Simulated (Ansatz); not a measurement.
Spectroscopic constants of Hg2++, closed-shell singlet (lowest of 2S+1 = 1, 3 at CCSD(T)/def2-TZVPP on PBE0 minima; our sources give no spin for the ground state, which may be another). No spin–orbit coupling.

Seven points along R, fitted to fifth degree in 1/R; most abundant isotopes. Runs in def2 and cc sets follow the lowest solution found near the PBE0 minimum. The singlet is held restricted.

Correlated levels freeze the inner cores; with def2 sets outer-core shells near the valence are correlated too. CBS: X⁻³ extrapolation of the correlation energy, Hartree–Fock from the larger set.

Codes used: Ansatz (a quantum-chemistry and plane-wave program) with Gaussian orbitals. Each number belongs to the level named beside it. In def2 rows elements past Kr take small-core potentials, without spin–orbit coupling.

Q: What bond length and harmonic frequency does CCSD/def2-TZVPP give?

A: r_e = 2.624 Å, ω_e = 141 cm⁻¹.

Q: What bond length and harmonic frequency does CCSD(T)/def2-QZVPP give?

A: r_e = 2.617 Å, ω_e = 140 cm⁻¹.

Q: What bond length and harmonic frequency does CCSD(T)/CBS(def2-TZVPP, def2-QZVPP) give?

A: r_e = 2.610 Å, ω_e = 144 cm⁻¹.
